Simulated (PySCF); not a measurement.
# Basis and Hamiltonian dependence of the electron affinity of Rh

Rh⁻ [Kr] 4d8 5s2 (3F) → Rh [Kr] 4d8 5s1 (4F). Calculated with PySCF 2.14 from differences of total energies of unrestricted determinants, without spin-orbit coupling. Values in eV.

```
                                                            basis    Hamiltonian  functions     UHF    LDA   PBE0  MP2 (valence)  CCSD(T) (valence)  CCSD(T) (valence and next inner shell)
                                                     ANO-RCC-VDZP  spin-free X2C         43  -0.297    n/a    n/a          0.530              0.709                                     n/a
                                     aug-cc-pVDZ-PP with ECP28MDF            ECP         54  -0.090  1.426  0.917          0.706              0.994                                     n/a
          def2-TZVPPD with the def2 core potential (28 electrons)            ECP         56  -0.357  1.247  0.758          0.618              0.811                                   0.854
                                                     ANO-RCC-VTZP  spin-free X2C         68  -0.165  1.342  0.858          0.734              0.946                                   0.988
                                   aug-cc-pwCVDZ-PP with ECP28MDF            ECP         70  -0.076  1.422  0.923          0.747              1.009                                   1.069
                                     aug-cc-pVTZ-PP with ECP28MDF            ECP         88  -0.071  1.418  0.919          0.742              1.050                                     n/a
          def2-QZVPPD with the def2 core potential (28 electrons)            ECP         88  -0.265  1.341  0.836          0.805              0.983                                     n/a
x2c-TZVPPall with one added diffuse shell each of s, p, d, f type  spin-free X2C         95  -0.091  1.380  0.899          0.783              1.034                                     n/a
                                                   aug-cc-pVTZ-DK  spin-free X2C        102  -0.068  1.388  0.907          0.756              1.060                                     n/a
                                   aug-cc-pwCVTZ-PP with ECP28MDF            ECP        122  -0.067  1.421  0.923          0.755                n/a                                     n/a
                                                 aug-cc-pwCVTZ-DK  spin-free X2C        136  -0.068  1.383  0.905          0.757              1.060                                     n/a
                                     aug-cc-pV5Z-PP with ECP28MDF            ECP        197  -0.056  1.420  0.923          0.739                n/a                                     n/a
```

Frozen in the all-electron rows: valence: [Kr]; valence and next inner shell: [Ar] 3d10; with a core potential, the same shells as far as they lie outside it.

In most of these bases the highest occupied level of the anion is positive at LDA, PBE0, so the basis helps to hold the electron.

Between the lowest levels the reference is 1.143 eV (measured; photodetachment measurements, as compiled on the Wikipedia data page of electron affinities); it includes spin-orbit coupling, which these numbers lack.
